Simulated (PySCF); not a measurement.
Isomers of C6H13Al, from PBE0-D3(BJ)/def2-SVP geometry optimisation, gas phase (PySCF 2.14.0). One conformer each, no zero-point energy, no frequencies.

Task: Which isomer lies lower at this level?
A. AlEt2(vinyl) (`C=[CH][Al]([CH2]C)[CH2]C`): A = 2344, B = 1335, C = 911.4 MHz, dipole 0.17 D
B. `[CH3:1][CH2:2][C@@H:3]1[CH2:4][CH2:5][CH2:6][AlH:7]1` with C1–C2–C3–C4 72°, C2–C3–C4–C5 -167°, C3–C4–C5–C6 53°, C4–C5–C6–Al7 -37°, C5–C6–Al7–C3 13°: A = 3341, B = 1569, C = 1281 MHz, dipole 0.23 D

Result: B. That is `CC[C@@H]1CC[CH2][AlH]1`, 12.9 kcal/mol below the other.

```json
{"SMILES": "CC[C@@H]1CC[CH2][AlH]1", "mapped SMILES": "[CH3:1][CH2:2][C@@H:3]1[CH2:4][CH2:5][CH2:6][AlH:7]1", "E (Eh)": "-478.24808", "relative (kcal/mol)": "0.0", "relative (kJ/mol)": "0.0", "dipole (D)": "0.23"}
{"SMILES": "C=[CH][Al]([CH2]C)[CH2]C", "mapped SMILES": "–", "E (Eh)": "-478.22747", "relative (kcal/mol)": "12.9", "relative (kJ/mol)": "54.1", "dipole (D)": "0.17"}
```
